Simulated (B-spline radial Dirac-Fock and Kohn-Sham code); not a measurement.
**K-line shifts caused by a second vacancy in Sm⁷⁺**

System: Sm⁷⁺, configuration [Kr] 4d10 4f4 5s2 5p3.

The run's input, task.json:

```json
{"items": [{
  "Z": 62,
  "q": 7,
  "cfg": [[1, 0, 2], [2, 0, 2], [2, 1, 6], [3, 0, 2], [3, 1, 6], [3, 2, 10], [4, 0, 2], [4, 1, 6], [4, 2, 10], [4, 3, 4], [5, 0, 2], [5, 1, 3]],
  "A": 152,
  "rrms": 5.0819,
  "do": ["binding", "quiet", "double"]
}]}
```

Launch: `python xray_run.py task.json out`

Method: Dirac-Fock energy differences between relaxed states, corrected for Breit and QED terms. Computed with a radial atomic solver. Each two-hole energy is an average over J within one jj subconfiguration, not an observable level; in light atoms, where LS coupling holds, the j-resolved values are not observed lines, and for a K spectator the Kα1 hypersatellite is nearly forbidden. Electron correlation is not included.

Lines without a spectator: Kα2 (K-L2) 39520.4 eV, Kα1 (K-L3) 40115.9 eV, Kβ3 (K-M2) 45286.7 eV, Kβ1 (K-M3) 45409.3 eV. Shifts in eV with one spectator hole (a dash: not computed, or left out as unreliable):

```
spectator hole     Kα2     Kα1     Kβ3     Kβ1
        K (1s)  +762.1  +801.0  +980.3  +989.0
    L2 (2p1/2)   +90.4  +117.7       –  +237.5
    L3 (2p3/2)   +78.8   +82.4  +195.7       –
    M2 (3p1/2)       –  +16.41   +34.3   +41.3
    M3 (3p3/2)  +10.54       –   +32.5   +32.6
    M4 (3d3/2)   +3.05   -0.25       –       –
    M5 (3d5/2)   -1.30   +1.61       –       –
```

Run: 68 s of CPU time on 1 thread of Neoverse-N1 (shared host), peak memory 0.51 GiB.
